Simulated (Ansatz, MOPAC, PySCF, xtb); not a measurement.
Dimer: HF (SMILES F) (first 2 atoms) with H4OSi (SMILES O[SiH3]); geometry from B3LYP-D3(BJ)/def2-TZVP, rigid monomers moved along the line of their centres of mass till H2···O3 is 2.35 Å.
(charge 0, multiplicity 1):
| atom | x (Å) | y (Å) | z (Å) |
|---|---|---|---|
| F | 1.0115 | -1.0279 | 0.1895 |
| H | 0.8410 | -0.8343 | 1.0964 |
| O | 0.2519 | -0.2281 | 3.2910 |
| Si | -0.9512 | 0.7950 | 3.8385 |
| H | 0.8047 | -0.6852 | 3.9307 |
| H | -1.9221 | 0.0469 | 4.6678 |
| H | -1.5877 | 1.3192 | 2.6189 |
| H | -0.3651 | 1.8872 | 4.6470 |

Monomers are frozen at their geometry in the pair; levels with a basis set take the counterpoise correction. Rows marked so take none.

Correlated levels freeze the cores. Rows in 6-31G* carry no dispersion term and start afresh at each structure (6-31G* with six Cartesian d functions). The state reached by AM1 isn't checked.

Codes used: Ansatz (an electronic-structure program) with Gaussian orbitals; MOPAC for AM1 (differences of heats of formation); PySCF for 6-31G* rows; xtb for the GFN methods. 

### Question
One of these levels gives -5.38 kcal/mol for the interaction energy. Which one is it?
(A) BP86/6-31G* (no counterpoise)
(B) SCS-MP2/aug-cc-pV(D+d)Z
(C) GFN-FF
(D) AM1

### Answer
A, BP86/6-31G* (no counterpoise). The others give -5.88 (GFN-FF), -3.69 (AM1), -4.69 (SCS-MP2/aug-cc-pV(D+d)Z)
